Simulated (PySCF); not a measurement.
Excitation energy of I⁺ by level of theory

I⁺ [Kr] 4d10 5s2 5p4 (3P) → I⁺ [Kr] 4d10 5s1 5p5 (3P), as a difference of total energies. Computed with PySCF 2.14 in aug-cc-pwCVDZ-PP with ECP28MDF (6s5p4d1f, 48 functions), with a scalar-relativistic core potential. Correlated levels: valence and next inner shell: nothing frozen outside the core potential. The calculations carry no spin-orbit coupling.

Task: Order these methods by the excitation energy they give, lowest first.
A. UHF
B. SCS-MP2 (valence and next inner shell)
C. MP2 (valence and next inner shell)
D. CCSD (valence and next inner shell)

Result: D (83983 cm⁻¹), B (87731 cm⁻¹), C (88891 cm⁻¹), A (96958 cm⁻¹).

Errors of the correlated levels include the incompleteness of this basis.

The coupled-cluster amplitudes are large for the upper state (T1 above 0.03 or a double amplitude above 0.15), so a single reference is strained.

For comparison: 80545 cm⁻¹ (measured; NIST levels, between the centres of gravity of the two terms).
